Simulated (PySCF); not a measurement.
Compound: methyl 3-methylbenzoate, C9H10O2.
Geometry (PBE0-D3(BJ)/def2-SVP, Å), atoms numbered from 1 in this order:
```xyz
21
C9H10O2 angstrom
C      3.9475    0.5887    0.4094
O      2.7171    0.0517   -0.0366
C      1.6178    0.5881    0.5074
O      1.6558    1.4691    1.3297
C      0.3672   -0.0220   -0.0152
C      0.3779   -1.0581   -0.9541
C     -0.8322   -1.5861   -1.3931
C     -2.0374   -1.0844   -0.9045
C     -2.0656   -0.0429    0.0322
C     -3.3642    0.5204    0.5320
C     -0.8456    0.4748    0.4698
H      4.0337    1.6513    0.1363
H      4.7347    0.0067   -0.0844
H      4.0391    0.5077    1.5025
H      1.3294   -1.4407   -1.3248
H     -0.8388   -2.4006   -2.1213
H     -2.9808   -1.5117   -1.2561
H     -3.7057    1.3485   -0.1113
H     -4.1591   -0.2393    0.5370
H     -3.2627    0.9199    1.5512
H     -0.8099    1.2825    1.2051
```

Probes without a nucleus sit at each ring's centroid and 1 Å off its mean plane on both sides; NICS is minus the shielding there, NICSzz its component along the normal. Level: GIAO B97-2/pcSseg-2 (PySCF, non-relativistic, gas phase) on the PBE0-D3(BJ)/def2-SVP geometry, one conformer.

Ring bond lengths (Å): C5–C6 1.398, C6–C7 1.391, C7–C8 1.394, C8–C9 1.401, C9–C11 1.396, C11–C5 1.398.

Question: What do the NICS probes read (ppm)?

Answer: 
```tsv
ring	type	NICS(0)	NICS(1), two faces	NICS(1)zz, two faces	rms pucker (Å)	centre to ring atoms, mean (Å)
C5–C6–C7–C8–C9–C11	6-membered carbocycle; formal bonds all aromatic	-8.3	-9.7 / -9.9	-26.6 / -27.0	0.00	1.40
```

Question: What do they say, and how far can they be read as aromaticity?

Answer: 
- C5–C6–C7–C8–C9–C11: mean NICS(1)zz -26.8 ppm, shielded. For a flat ring without four-coordinate atoms the NICS criterion counts such a value as aromatic.

Question: And the bond-length index? HOMA = 1 − mean of α(R − Ropt)² over the ring bonds, with Krygowski's 1993 parameters (CC: Ropt 1.388 Å, α 257.7 Å⁻²).

Answer: 
- C5–C6–C7–C8–C9–C11: HOMA 0.98 = 1 − EN − GEO, with mean bond length 1.396 Å, EN = α(Ropt − mean)² = 0.018 and GEO = α × variance = 0.002. The geometric and the magnetic index point the same way.

Question: What field does 14.1 T along the ring normal induce along that normal at the first NICS(1) probe listed for ring C5–C6–C7–C8–C9–C11, 1 Å off the ring?

Answer: NICSzz × B0 = -26.6 ppm × 14.1 T = -375 μT, against the applied field.

Question: How do the values depend on the level or the medium?

Answer: 
```json
{"level": "B97-2/pcSseg-2, gas", "NICS(0), C5–C6–C7–C8–C9–C11": "-8.3", "mean NICS(1)zz, C5–C6–C7–C8–C9–C11": "-26.8"}
{"level": "PBE0/pcSseg-1, gas", "NICS(0), C5–C6–C7–C8–C9–C11": "-8.5", "mean NICS(1)zz, C5–C6–C7–C8–C9–C11": "-27.0"}
```

The geometry is the same throughout.
